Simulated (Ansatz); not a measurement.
```yaml
crystal:
  periodic: [true, true, true]
  atoms:
    - {symbol: C, position_ang: [-1.275102, 0.321332, -1.123364]}
    - {symbol: Ge, position_ang: [0.134100, -0.722282, -0.283478]}
    - {symbol: C, position_ang: [1.114756, 0.414704, 1.006405]}
    - {symbol: N, position_ang: [1.323938, 0.245133, 2.227596]}
    - {symbol: Cl, position_ang: [1.756875, 1.878246, 0.264047]}
    - {symbol: H, position_ang: [-0.837719, 1.181171, -1.631058]}
    - {symbol: H, position_ang: [-1.981262, 0.675343, -0.372014]}
    - {symbol: H, position_ang: [-1.809916, -0.287608, -1.853132]}
    - {symbol: H, position_ang: [1.151786, -1.238802, -1.312020]}
    - {symbol: H, position_ang: [-0.419712, -1.895053, 0.550122]}
    - {symbol: H, position_ang: [0.907656, -0.629085, 2.547696]}
basis:
  gaussian: {orbitals: STO-3G, fitting: {mean_field: cc-pVTZ-jkfit}}
hamiltonian: {xc: {name: B3LYP5}}
```

```sh
$ ansatz run in.yaml --threads 4 --pin off --events-out ev --progress --plain --max-ram 10444MiB
```

Shortened log:

```
Error: YAML parse error: error: line 2 column 3: crystal: missing field `lattice` (a structure is typed as `lattice` and `atoms`, a molecule's as `atoms` in Å alone, or read from a run's directory, `checkpoint`)
 --> <input>:2:3
1 | crystal:
2 |   periodic: [true, true, true]
3 |   atoms:
4 |     - {symbol: C, position_ang: [-1.275102, 0.321332, -1.123364]}
```

Problem. Something in this input is off. What?

Solution. The molecule is marked periodic without a cell. The program refused the input.

B3LYP here is the variant with VWN-RPA as its local correlation; programs differ in this.
